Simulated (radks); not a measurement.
Results of a calculation; reference values are marked as such.
The nuclear charge of neutral tungsten is varied continuously with 74 electrons held in [Xe] 4f14 5d4 6s2. Level of theory: Dirac Kohn-Sham, LDA (Slater exchange, Perdew-Wang correlation), spin-unpolarised, spherical densities, finite nucleus; open shells fill j = l - 1/2 first; Fermi nuclear charge, rms radius 5.3658 fm (a radial shooting solver on a logarithmic mesh with Libxc functionals). By the Hellmann-Feynman theorem dE/dZ = E(electron-nucleus)/Z, the electronic potential at the nucleus (averaged over a nucleus of fixed radius).

| Z | E (hartree) | E(electron-nucleus)/Z (hartree) | HOMO | e(HOMO) (eV) | <r> HOMO (bohr) |
|---|---|---|---|---|---|
| 73.8 | -16045.1156 | -542.996 | 5d3/2 | -3.103 | 2.117 |
| 74 | -16153.9454 | -545.302 | 5d3/2 | -4.852 | 2.037 |
| 74.2 | -16263.2365 | -547.610 | 5d3/2 | -6.736 | 1.969 |
| 74.4 | -16372.9893 | -549.918 | 5d3/2 | -8.742 | 1.909 |
| 74.6 | -16483.2040 | -552.229 | 6s1/2 | -10.386 | 2.927 |
| 74.8 | -16593.8810 | -554.541 | 6s1/2 | -12.069 | 2.855 |
| 75 | -16705.0206 | -556.856 | 6s1/2 | -13.820 | 2.789 |

The central difference of E at Z = 74 is -545.302 hartree, to compare with the third column; the second derivative is -11.5 hartree.
